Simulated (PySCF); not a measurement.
Core-level binding energies of GeH(NCO)3

Species: GeH(NCO)3, C3HGeN3O3.
Bonds: Ge1–N3, Ge1–N6, Ge1–N9, N3–C4, C4–O5, N6–C7, C7–O8, N9–C10, C10–O11. Hydrogens: H2 on Ge1.

Level of theory: PySCF, delta-SCF UKS SCAN, pcX-2 on the ionised atom, pcseg-1 elsewhere, spin-free X2C. These are vertical core ionisation energies against the vacuum level, from separate self-consistent calculations with and without the core hole.

Task: What binding energy does each computed site have?

Result: 
```csv
atom(s),bonded to,level,binding energy (eV),count
N3/N6,C and Ge,N 1s,405.80,2
C4/C7/C10,O and N,C 1s,295.31,3
O5/O8/O11,C,O 1s,539.67,3
```

Task: What is the longest wavelength that can ionise O 1s of O5/O8/O11 vertically?

Result: λ = hc/E = 12398.42 eV Å / 539.67 eV = 22.974 Å.

Task: Express the binding energy of O 1s of O5/O8/O11 in atomic units and per mole.

Result: 539.67 eV = 19.8325 Eh = 52070 kJ/mol.

One atom of each set of topologically equivalent atoms was ionised and stands for the set; in this conformer not all members are related by symmetry, and their own values weren't computed. The list is incomplete; no value stands for N 1s of N9. No level of germanium is listed. Geometry: PBE0-D3(BJ)/def2-SVP, one conformer, isolated molecule.

The run took 45 s wall on an Intel Xeon at 2.70 GHz with one thread, no GPU, shared host with 64 logical CPUs at a one-minute load of 60, and the process peaked at 0.75 GiB of memory.
